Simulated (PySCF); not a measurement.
PySCF job for C2H8FNOSi, SMILES F[Si@](CC)(O)N, TDDFT-PBE/def2-SVPD. Geometry optimised at B3LYP-D3(BJ)/def2-SVP. The structure was generated by enumeration; whether it is a known compound was not checked. The values are those of a single conformer.

```python
import numpy as np
from pyscf import gto, scf, dft, tdscf

mol = gto.M(
    atom='''
    C    -1.80839302   -1.53802794    0.49126758
    C    -1.18511686   -0.19500904    0.90133107
    Si    0.33428593    0.27663953   -0.07134273
    N     1.53595520   -0.92762210    0.04794060
    O     1.04909176    1.70041821    0.39578599
    F    -0.18306019    0.53887863   -1.60904024
    H    -1.11429351   -2.37724969    0.66525357
    H    -2.07484883   -1.54525482   -0.57777616
    H    -2.72436126   -1.75496549    1.06381226
    H    -0.91767738   -0.20198557    1.97209430
    H    -1.92411661    0.61660487    0.77766886
    H     1.31061187   -1.91551092    0.03410296
    H     2.48807213   -0.74863329   -0.25321108
    H     0.74079085    2.49236460   -0.05924853
    ''',
    basis='def2-SVPD',
    charge=0,
    spin=0,
    max_memory=1600,
    verbose=4,
)
mf = dft.RKS(mol, xc='pbe').density_fit(auxbasis='def2-universal-jkfit')
mf.grids.level = 3
mf.conv_tol = 1e-9
mf.max_cycle = 100
mf.kernel()
mf.grids = dft.Grids(mol).set(level=1).build(with_non0tab=True)  # coarser grid for the response kernel
td = tdscf.TDDFT(mf)
td.singlet = True
td.nstates = 10
td.conv_tol = 1e-4
td.positive_eig_threshold = 1e-6
td.kernel(x0=td.get_init_guess(mf, 15))
td.analyze()
tt = tdscf.TDA(mf)
tt.singlet = False
tt.nstates = 4
tt.conv_tol = 1e-4
tt.positive_eig_threshold = 1e-6
tt.kernel(x0=tt.get_init_guess(mf, 9))
tt.analyze(verbose=3)
```

Output:

```
PySCF version 2.14.0

[INPUT] verbose = 4
[INPUT] num. atoms = 14
[INPUT] num. electrons = 58
[INPUT] charge = 0
[INPUT] spin (= nelec alpha-beta = 2S) = 0
[INPUT] symmetry False subgroup None
[INPUT] Mole.unit = angstrom
[INPUT] Symbol           X                Y                Z      unit          X                Y                Z       unit  Magmom
[INPUT]  1 C     -1.808393020000  -1.538027940000   0.491267580000 AA   -3.417367533375  -2.906451578529   0.928361180078 Bohr   0.0
[INPUT]  2 C     -1.185116860000  -0.195009040000   0.901331070000 AA   -2.239546291005  -0.368513677414   1.703268869861 Bohr   0.0
[INPUT]  3 Si     0.334285930000   0.276639530000  -0.071342730000 AA    0.631708854996   0.522772946928  -0.134818220679 Bohr   0.0
[INPUT]  4 N      1.535955200000  -0.927622100000   0.047940600000 AA    2.902534667602  -1.752951716094   0.090594604247 Bohr   0.0
[INPUT]  5 O      1.049091760000   1.700418210000   0.395785990000 AA    1.982496105938   3.213324714123   0.747927125040 Bohr   0.0
[INPUT]  6 F     -0.183060190000   0.538878630000  -1.609040240000 AA   -0.345933623411   1.018333025081  -3.040645377004 Bohr   0.0
[INPUT]  7 H     -1.114293510000  -2.377249690000   0.665253570000 AA   -2.105709556280  -4.492350843807   1.257147050689 Bohr   0.0
[INPUT]  8 H     -2.074848830000  -1.545254820000  -0.577776160000 AA   -3.920896038574  -2.920108402464  -1.091838703703 Bohr   0.0
[INPUT]  9 H     -2.724361260000  -1.754965490000   1.063812260000 AA   -5.148296645775  -3.316404134163   2.010313819355 Bohr   0.0
[INPUT] 10 H     -0.917677380000  -0.201985570000   1.972094300000 AA   -1.734158918908  -0.381697408414   3.726718118816 Bohr   0.0
[INPUT] 11 H     -1.924116610000   0.616604870000   0.777668860000 AA   -3.636053424627   1.165214331373   1.469581161003 Bohr   0.0
[INPUT] 12 H      1.310611870000  -1.915510920000   0.034102960000 AA    2.476697489904  -3.619791027414   0.064445254437 Bohr   0.0
[INPUT] 13 H      2.488072130000  -0.748633290000  -0.253211080000 AA    4.701774903863  -1.414711885832  -0.478499592905 Bohr   0.0
[INPUT] 14 H      0.740790850000   2.492364600000  -0.059248530000 AA    1.399891822084   4.709886496561  -0.111963494983 Bohr   0.0

nuclear repulsion = 334.266484791251
number of shells = 84
number of NR pGTOs = 278
number of NR cGTOs = 194
basis = def2-SVPD
ecp = {}


[settings echo left out]
init E= -599.907995099101
  HOMO = -0.324520904826429  LUMO = -0.0497196544445608  gap/eV = 7.47772
cycle= 1 E= -599.471615423273  delta_E= 0.436  |g|= 1.05  |ddm|= 5.04
  HOMO = -0.106330200829478  LUMO = 0.0083286143869068  gap/eV = 3.12003
cycle= 2 E= -598.834989814627  delta_E= 0.637  |g|= 2.05  |ddm|= 3.54
  HOMO = -0.234114530486169  LUMO = -0.0226539930643104  gap/eV = 5.75413
cycle= 3 E= -599.686064918553  delta_E= -0.851  |g|= 0.225  |ddm|= 2.54
  HOMO = -0.242350166097459  LUMO = -0.0208225159524273  gap/eV = 6.02807
cycle= 4 E= -599.695776999513  delta_E= -0.00971  |g|= 0.0934  |ddm|= 0.31
  HOMO = -0.23380831567468  LUMO = -0.0194126393626211  gap/eV = 5.83400
cycle= 5 E= -599.697493361849  delta_E= -0.00172  |g|= 0.0217  |ddm|= 0.118
  HOMO = -0.235300195673691  LUMO = -0.019575729049008  gap/eV = 5.87016
cycle= 6 E= -599.697573487916  delta_E= -8.01e-05  |g|= 0.00949  |ddm|= 0.0325
  HOMO = -0.235426395957905  LUMO = -0.0197513132105183  gap/eV = 5.86882
cycle= 7 E= -599.69759219487  delta_E= -1.87e-05  |g|= 0.00153  |ddm|= 0.0102
  HOMO = -0.235244700470851  LUMO = -0.0197565513938538  gap/eV = 5.86373
cycle= 8 E= -599.697592558026  delta_E= -3.63e-07  |g|= 0.000831  |ddm|= 0.00267
  HOMO = -0.235353991843306  LUMO = -0.0197739368950072  gap/eV = 5.86623
cycle= 9 E= -599.697592700498  delta_E= -1.42e-07  |g|= 0.000189  |ddm|= 0.0013
  HOMO = -0.235349039167075  LUMO = -0.0197777177960483  gap/eV = 5.86599
cycle= 10 E= -599.697592708393  delta_E= -7.89e-09  |g|= 3.97e-05  |ddm|= 0.000334
  HOMO = -0.235348443866408  LUMO = -0.0197768826185398  gap/eV = 5.86600
cycle= 11 E= -599.697592708759  delta_E= -3.65e-10  |g|= 1.62e-05  |ddm|= 0.000101
  HOMO = -0.235348722811973  LUMO = -0.0197772518239248  gap/eV = 5.86600
Extra cycle  E= -599.6975927087  delta_E= 5.84e-11  |g|= 2.45e-05  |ddm|= 6.44e-05
converged SCF energy = -599.6975927087
tot grids = 52152
Overwritten attributes  positive_eig_threshold  of <class 'pyscf.tdscf.rks.CasidaTDDFT'>


******** <class 'pyscf.tdscf.rks.CasidaTDDFT'> for <class 'pyscf.df.df_jk.DFRKS'> ********
nstates = 10 singlet
deg_eia_thresh = 1.000e-03
wfnsym = None
conv_tol = 0.0001
eigh lindep = 1e-12
eigh level_shift = 0
eigh max_cycle = 100


Excitation energies (eV)
[5.93475685 6.45882039 6.63604335 7.06614063 7.19256576 7.50438295
 7.5668479  7.75689728 7.80787457 7.95341813]

** Singlet excitation energies and oscillator strengths **
Excited State   1:      5.93476 eV    208.91 nm  f=0.0190
      29 -> 30       -0.70346
Excited State   2:      6.45882 eV    191.96 nm  f=0.0081
      29 -> 31        0.70212
Excited State   3:      6.63604 eV    186.83 nm  f=0.0345
      28 -> 30        0.70459
Excited State   4:      7.06614 eV    175.46 nm  f=0.0104
      29 -> 32       -0.70160
Excited State   5:      7.19257 eV    172.38 nm  f=0.0282
      28 -> 31        0.70280
Excited State   6:      7.50438 eV    165.22 nm  f=0.0141
      27 -> 30       -0.69584
      29 -> 33       -0.10110
Excited State   7:      7.56685 eV    163.85 nm  f=0.0095
      29 -> 33        0.69607
Excited State   8:      7.75690 eV    159.84 nm  f=0.0089
      28 -> 32        0.70120
Excited State   9:      7.80787 eV    158.79 nm  f=0.0028
      29 -> 34        0.64325
      29 -> 35        0.26595
Excited State  10:      7.95342 eV    155.89 nm  f=0.0011
      26 -> 30       -0.70094

** Transition electric dipole moments (AU) **
state          X           Y           Z        Dip. S.      Osc.
  1         0.0074      0.0147      0.3611      0.1307      0.0190
  2        -0.1104      0.0199     -0.1969      0.0514      0.0081
  3         0.4228     -0.0155     -0.1816      0.2120      0.0345
  4        -0.0542      0.0356      0.2366      0.0602      0.0104
  5        -0.2561     -0.2725      0.1428      0.1602      0.0282
  6        -0.0385     -0.1956     -0.1920      0.0766      0.0141
  7         0.0864     -0.0188     -0.2080      0.0511      0.0095
  8         0.1850      0.0961      0.0560      0.0466      0.0089
  9         0.1111     -0.0203      0.0445      0.0147      0.0028
 10        -0.0240     -0.0438      0.0541      0.0054      0.0011

** Transition velocity dipole moments (imaginary part, AU) **
state          X           Y           Z        Dip. S.      Osc.
  1         0.0037      0.0041      0.0862      0.0075      0.0228
  2        -0.0280      0.0057     -0.0489      0.0032      0.0090
  3         0.1054     -0.0037     -0.0443      0.0131      0.0358
  4        -0.0136      0.0105      0.0687      0.0050      0.0129
  5        -0.0667     -0.0747      0.0390      0.0116      0.0291
  6        -0.0113     -0.0541     -0.0533      0.0059      0.0143
  7         0.0226     -0.0072     -0.0608      0.0043      0.0102
  8         0.0530      0.0246      0.0184      0.0038      0.0088
  9         0.0322     -0.0049      0.0154      0.0013      0.0030
 10        -0.0061     -0.0130      0.0162      0.0005      0.0011

** Transition magnetic dipole moments (imaginary part, AU) **
state          X           Y           Z
  1         0.3525      0.4177     -0.1796
  2         0.0146     -0.2329      0.0643
  3         0.3649     -0.1201      0.5405
  4         0.1617      0.1644     -0.0460
  5        -0.0442      0.0380     -0.0634
  6         0.2105     -0.2180      0.1499
  7        -0.0421     -0.3384     -0.0080
  8        -0.0889      0.0345      0.0073
  9        -0.0012     -0.0326      0.0304
 10        -0.1924     -0.0230      0.3125
Overwritten attributes  positive_eig_threshold  of <class 'pyscf.tdscf.rks.TDA'>


******** <class 'pyscf.tdscf.rks.TDA'> for <class 'pyscf.df.df_jk.DFRKS'> ********
nstates = 4 triplet
deg_eia_thresh = 1.000e-03
wfnsym = None
conv_tol = 0.0001
eigh lindep = 1e-12
eigh level_shift = 0
eigh max_cycle = 100


Excitation energies (eV)
[5.75214576 6.35209368 6.48692321 6.9134737 ]

** Triplet excitation energies and oscillator strengths **
Excited State   1:      5.75215 eV    215.54 nm  f=0.0000
Excited State   2:      6.35209 eV    195.19 nm  f=0.0000
Excited State   3:      6.48692 eV    191.13 nm  f=0.0000
Excited State   4:      6.91347 eV    179.34 nm  f=0.0000
```

The run converged.
